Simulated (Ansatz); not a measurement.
Harmonic frequencies (cm⁻¹) at PBE0-D4/def2-TZVP from Ansatz: 108, 247, 258, 418, 451, 475, 622, 687, 703, 789, 845, 871, 971, 998, 1014, 1024, 1046, 1100, 1144, 1182, 1206, 1336, 1390, 1497, 1511, 1625, 1664, 1688, 3192, 3203, 3209, 3219, 3222.

Each molecule was computed in one conformer, which needn't be the lowest.

(1) Which molecule is it?
A. `C1=COCC1`
B. `O=Nc1ccccc1`
C. `O=S(=O)=O`
D. `I[As](I)I`

Answers

(1) B.
